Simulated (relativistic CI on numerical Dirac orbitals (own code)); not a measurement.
Zr⁴⁺: M2,3 absorption edge

Computed with this model: Dirac-Coulomb-Breit CI, orbitals from a KLI potential per configuration, QED by a radiative potential, valence Slater integrals scaled by 0.8, multiplet model of core-to-valence dipole absorption; configurations [Ar] 3d10 4s2 4p6 → [Ne] 3s2 3p5 3d10 4s2 4p6 4d; 300 K; Lorentzian 3 eV and Gaussian 0.4 eV FWHM. Energies are those of the free ion, without screening or charge transfer. The branching ratio is the share of the lower-energy edge in the whole absorption, uncertain by about 0.02 where the edges overlap. S is read from ⟨S²⟩ = S(S + 1).

Field parameters in Wybourne normalisation: Oh B⁴₀ = 21Dq, B⁴₄ = √(5/14) B⁴₀. The field is a parameter set, without covalency.

Computed curve for free ion, scaled to 100 at the maximum (points under 2 are left out and the grid is thinned):

Energy (eV), Intensity and a bar:
```
    329.0        2.0 
    330.0        2.4 
    330.5        2.7 
    331.5        3.3 
    332.5        4.2 #
    333.0        4.8 #
    334.0        6.4 #
    334.5        7.5 ##
    335.5       10.8 ###
    336.5       16.8 #####
    337.0       21.7 #######
    338.0       39.1 ############
    339.0       72.9 ########################
    339.5       91.9 ##############################
    340.5       90.0 #############################
    341.5       50.9 ################
    342.0       37.0 ############
    343.0       21.0 ######
    344.0       13.4 ####
    344.5       11.2 ###
    345.5        8.4 ##
    346.0        7.5 ##
    347.0        6.5 #
    348.0        6.2 #
    348.5        6.3 #
    349.5        7.3 ##
    350.5        9.8 ###
    351.0       12.1 ###
    352.0       20.7 ######
    353.0       36.5 ###########
    353.5       42.1 #############
    354.5       32.4 ##########
    355.5       17.5 #####
    356.0       12.9 ####
    357.0        7.7 ##
    357.5        6.2 #
    358.5        4.3 #
    359.5        3.2 
    360.0        2.8 
    361.0        2.2
```

The ground state has S = 0.00, and the centroid lies at 343.91 eV.
